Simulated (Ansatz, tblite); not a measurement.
Forces on `[Au][S]CCCCc1ccc(-c2ccc(-c3cccs3)s2)s1` at its r2SCAN-D4/def2-SVP geometry. Total charge 0; singlet.

In the def2 sets Au takes a core potential; there is no spin–orbit coupling. The xTB rows come from tblite. B3LYP takes the VWN-RPA correlation. Single mean-field runs in def2-TZVP are fitted with def2-universal-jkfit. The restricted singlet is unstable towards broken spin symmetry in Hartree–Fock (as tested in another run); at r2SCAN-D4/def2-TZVP, B3LYP-D4/def2-TZVP this wasn't settled.

GFN2-xTB (tblite), largest force 0.77 eV/Å:

```xyz
36
positions Å, forces eV/Å
Au    8.365    1.884   -0.557    0.239   -0.169   -0.280
S     6.966    2.901    0.893   -0.393    0.028    0.080
C     5.359    2.099    0.554   -0.553   -0.052    0.534
C     4.800    2.330   -0.845    0.446    0.088   -0.220
C     3.390    1.773   -1.047   -0.527    0.203    0.030
C     3.315    0.238   -1.012    0.369   -0.391   -0.027
C     1.943   -0.304   -1.258   -0.422   -0.155   -0.482
C     1.460   -0.979   -2.360    0.088    0.142    0.294
C     0.089   -1.325   -2.264   -0.035    0.084    0.211
C    -0.500   -0.905   -1.080   -0.003   -0.197   -0.412
C    -1.866   -1.080   -0.649   -0.118   -0.150   -0.337
C    -2.952   -1.524   -1.394    0.076    0.072    0.170
C    -4.152   -1.587   -0.655    0.054    0.083    0.158
C    -4.012   -1.190    0.669   -0.180   -0.119   -0.228
C    -5.005   -1.115    1.711    0.215    0.127    0.303
C    -4.864   -0.702    3.029   -0.056   -0.074   -0.243
C    -6.074   -0.762    3.768   -0.203   -0.141   -0.290
C    -7.133   -1.222    3.019    0.329    0.201    0.420
S    -6.658   -1.583    1.402   -0.009    0.028    0.096
S    -2.356   -0.748    0.992    0.003    0.022   -0.079
S     0.674   -0.074   -0.090    0.004   -0.059   -0.060
H     4.699    2.567    1.311    0.206   -0.138   -0.363
H     5.422    1.029    0.809    0.142    0.351   -0.183
H     4.805    3.414   -1.051   -0.095   -0.318    0.131
H     5.493    1.878   -1.581   -0.222    0.044    0.211
H     2.708    2.189   -0.282    0.307   -0.196   -0.160
H     2.997    2.119   -2.018    0.217   -0.126    0.220
H     3.693   -0.135   -0.043   -0.241    0.194   -0.229
H     3.985   -0.179   -1.784   -0.182    0.170    0.137
H     2.092   -1.228   -3.216   -0.364    0.104    0.412
H    -0.456   -1.882   -3.029    0.314    0.304    0.371
H    -2.875   -1.780   -2.452   -0.072    0.112    0.546
H    -5.109   -1.906   -1.074    0.485    0.160    0.215
H    -3.910   -0.364    3.441   -0.493   -0.176   -0.215
H    -6.162   -0.477    4.818    0.076   -0.140   -0.539
H    -8.168   -1.369    3.325    0.600    0.083   -0.191
```

r2SCAN-D4/def2-TZVP (Ansatz), largest force 0.47 eV/Å:

```
Au -0.252 0.181 0.249
S 0.082 -0.265 -0.295
C -0.086 -0.146 0.250
C 0.204 0.134 -0.202
C -0.247 0.167 -0.026
C 0.170 -0.220 0.046
C -0.223 -0.061 -0.131
C 0.037 0.065 0.164
C -0.036 0.055 0.117
C 0.073 -0.030 -0.099
C -0.101 -0.059 -0.043
C 0.060 0.056 0.092
C 0.052 0.047 0.126
C 0.016 -0.029 -0.103
C -0.032 0.016 0.092
C -0.045 -0.034 -0.124
C -0.077 -0.056 -0.086
C 0.016 0.034 0.078
S 0.209 0.150 0.362
S -0.194 -0.135 -0.370
S 0.011 -0.211 -0.415
H 0.167 -0.104 -0.207
H 0.010 0.338 -0.095
H -0.011 -0.293 0.061
H -0.189 0.108 0.202
H 0.188 -0.117 -0.178
H 0.107 -0.098 0.233
H -0.102 0.112 -0.242
H -0.152 0.113 0.168
H -0.178 0.073 0.250
H 0.164 0.167 0.233
H -0.024 0.080 0.315
H 0.290 0.095 0.119
H -0.294 -0.100 -0.118
H 0.026 -0.088 -0.322
H 0.361 0.054 -0.102
```

B3LYP-D4/def2-TZVP (Ansatz), largest force 0.48 eV/Å:

```
Au 0.127 -0.056 -0.096
S -0.128 0.005 0.064
C -0.203 -0.187 0.373
C 0.245 0.162 -0.267
C -0.312 0.206 -0.054
C 0.255 -0.270 0.036
C -0.319 -0.184 -0.307
C 0.253 0.164 0.254
C -0.250 0.058 0.269
C 0.227 -0.098 -0.340
C -0.347 -0.153 -0.167
C 0.317 0.123 0.089
C -0.090 0.082 0.357
C 0.075 -0.084 -0.345
C -0.082 0.071 0.321
C 0.086 -0.067 -0.346
C -0.292 -0.092 -0.040
C 0.046 0.090 0.248
S 0.186 0.118 0.270
S -0.186 -0.133 -0.339
S 0.010 -0.182 -0.363
H 0.195 -0.151 -0.266
H -0.004 0.418 -0.120
H -0.013 -0.355 0.068
H -0.258 0.148 0.242
H 0.231 -0.131 -0.231
H 0.127 -0.113 0.288
H -0.121 0.127 -0.312
H -0.181 0.138 0.224
H -0.227 0.088 0.302
H 0.208 0.206 0.278
H -0.038 0.093 0.387
H 0.365 0.114 0.135
H -0.370 -0.121 -0.132
H 0.038 -0.103 -0.384
H 0.427 0.070 -0.097
```
